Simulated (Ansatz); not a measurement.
# Ligand exchange: CHBr3 + GaH2(CH3) → C2H4Br2 + GaH2Br

Species: CHBr3 (bromoform) `BrC(Br)Br`, singlet; GaH2(CH3), singlet; C2H4Br2 `CC(Br)Br`, singlet; GaH2Br `[GaH2][Br]`, singlet. The partners trade Br for CH3: C–Br and Ga–CH3 bonds give way to C–CH3 and Ga–Br.

Shapes, held fixed at every level: PBE0-D4/def2-TZVP. Programs: Ansatz 0.2.0. Electronic energies: no zero-point or thermal term.

Question: Estimate ΔE of this reaction.

Answer: The highest level, CCSD(T)/def2-TZVPP, gives ΔE = -204.5 kJ/mol; the levels span -225.5 to -193.4. The column of differences is taken from that level and isn't an error. No measured value is set beside it here. Relativity is left out for Br, Ga. Outer-core shells of Br, Ga are correlated, in sets that cover them unevenly. Times are processor times on shared x86 and Arm servers, and rough.

```tsv
level	kind	ΔE (kJ/mol)	less CCSD(T)/def2-TZVPP	CPU time (sum over the molecules)
SPW92/def2-TZVPP	LDA	-197.0	+7.5	12 s
PBE-D4/def2-TZVPP	GGA	-193.4	+11.1	24 s
r2SCAN-D4/def2-TZVPP	meta-GGA	-207.5	-3.0	52 s
B3LYP-D4/def2-TZVPP	global hybrid	-202.9	+1.6	48 s
B2PLYP/def2-TZVPP	double hybrid	-205.6	-1.1	56 s
MP2/def2-TZVPP	perturbation theory	-202.0	+2.5	–
CCSD(T)/def2-SVP	coupled cluster or CI	-225.5	-21.0	84 s
CCSD(T)/def2-TZVPP	coupled cluster or CI	-204.5	0.0	20 min
```
